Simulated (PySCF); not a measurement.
Method: PySCF energies plus ideal-gas RRHO corrections (1 bar). Table values come from the NASA 1993 polynomials. 6-31G* has spherical d functions here. All species are closed-shell singlets. The harmonic model lacks anharmonicity and excited electronic states, which grow with temperature; levels with a mode under 35 cm⁻¹ are left out. Soft modes under 120 cm⁻¹ make the harmonic entropy rough for Na₂Cl₂. The table's entry may be an old estimate for Na₂Cl₂ (not checked at source).

Harmonic frequencies at HF/6-31G* (cm⁻¹): 96, 136, 229, 233, 262, 278. Point group D2h; S°(298 K) = 329.4 J/mol/K at this level.

### Question
Work out Cp and S° of gaseous Na₂Cl₂ at 500, 800, 1200, 1600, 2000 K from these, and set them beside the table.

### Answer
```json
[
 {"T (K)": "500", "Cp HF/6-31G*": "81.6", "Cp table": "81.5", "S° HF/6-31G*": "371.0", "S° table": "367.0"},
 {"T (K)": "800", "Cp HF/6-31G*": "82.5", "Cp table": "82.5", "S° HF/6-31G*": "409.6", "S° table": "405.6"},
 {"T (K)": "1200", "Cp HF/6-31G*": "82.9", "Cp table": "82.8", "S° HF/6-31G*": "443.1", "S° table": "439.1"},
 {"T (K)": "1600", "Cp HF/6-31G*": "83.0", "Cp table": "83.0", "S° HF/6-31G*": "467.0", "S° table": "463.0"},
 {"T (K)": "2000", "Cp HF/6-31G*": "83.0", "Cp table": "83.1", "S° HF/6-31G*": "485.5", "S° table": "481.5"}
]
```
Units J/mol/K.
